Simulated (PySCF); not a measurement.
Vertical excitations of a molecule CH₇FSi₂ from TDA-B3LYP/def2-SVPD (PySCF), as energy in eV (oscillator strength): 7.50 (0.066), 7.78 (0.044), 7.85 (0.008), 8.17 (0.007), 8.29 (0.024), 8.33 (0.009), 8.39 (0.003), 8.53 (0.014), 8.61 (0.036), 8.64 (0.065). Lowest triplet (TDA): 7.12 eV. Coordinates come from a PBE-D3(BJ)/def2-SVP optimisation. Other conformers were not sampled.

Question: Pick the molecule that these values belong to.
A. FC([SiH3])[SiH3]
B. C[Si@@H](F)[SiH3]
C. F[SiH2]C[SiH3]
D. FC[SiH2][SiH3]

Answer: C, F[SiH2]C[SiH3]
